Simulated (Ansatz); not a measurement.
Cu₂Sn₂⁺, relaxed as a doublet with UKS PBE-D4/def2-SVP in Ansatz, starting from the GFN2-xTB geometry. Force threshold 0.02 eV/Å.

In the def2 sets Sn takes a core potential; there is no spin–orbit coupling. The structure comes from a short search, and lower isomers may exist.

Start:

```xyz
4

Cu    0.681   -0.750   -1.578
Cu   -1.681   -0.162    0.810
Sn    0.055    1.544   -0.326
Sn    0.946   -0.633    1.093
```

| step | energy (eV) | largest force component (eV/Å) | SCF passes |
| --- | --- | --- | --- |
| 1 | -100914.2353 | 0.631 | 24 |
| 2 | -100914.4061 | 0.364 | 28 |
| 3 | -100914.5178 | 0.188 | 27 |
| 4 (rejected) | -100914.4900 | 0.616 | 26 |
| 5 | -100914.5505 | 0.056 | 28 |
| 6 | -100914.5510 | 0.015 | 24 |

Force components are those of the run's own axes.

End:

Cartesian coordinates in Å:
```
Cu 0.297 -0.741 -1.324
Cu -1.450 -0.307 0.441
Sn 0.109 1.664 -0.301
Sn 1.043 -0.616 1.185
```

Bonds formed: Cu1–Cu2 (atoms count from 1). The end is the same structure that another start reached, the lowest one found.

No frequencies were taken in this run, so the end may be a saddle point.

Hardware: 4 threads of Arm Neoverse V1 on a shared host. Wall time 13 s.
